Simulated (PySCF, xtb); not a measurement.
C5H10Si, SMILES C([SiH2]/C=C/C)=C. One conformer was computed; it need not be the lowest.

Harmonic wavenumbers (cm⁻¹) from GFN2-xTB run with xtb at its own minimum, in rising order: 35, 39, 106, 164, 199, 236, 285, 389, 465, 513, 581, 685, 695, 727, 774, 794, 919, 987, 1008, 1009, 1030, 1036, 1098, 1244, 1276, 1306, 1399, 1424, 1477, 1483, 1670, 1689, 2199, 2209, 2991, 3006, 3013, 3016, 3031, 3046, 3065, 3096.

**Question.** What does PBE-D3(BJ)/def2-SVP (PySCF) give at its own minimum? (An estimate is asked for; the answer gives what the named calculation found.)

**Answer.** 55, 65, 129, 195, 197, 250, 273, 381, 489, 563, 642, 714, 739, 775, 826, 896, 928, 941, 978, 980, 1006, 1015, 1068, 1196, 1228, 1280, 1334, 1370, 1397, 1400, 1619, 1648, 2136, 2142, 2955, 3024, 3040, 3043, 3048, 3061, 3070, 3136. Paired by order, the mean absolute difference is 37 cm⁻¹ and the zero-point energies are 79.2 and 79.0 kcal/mol.
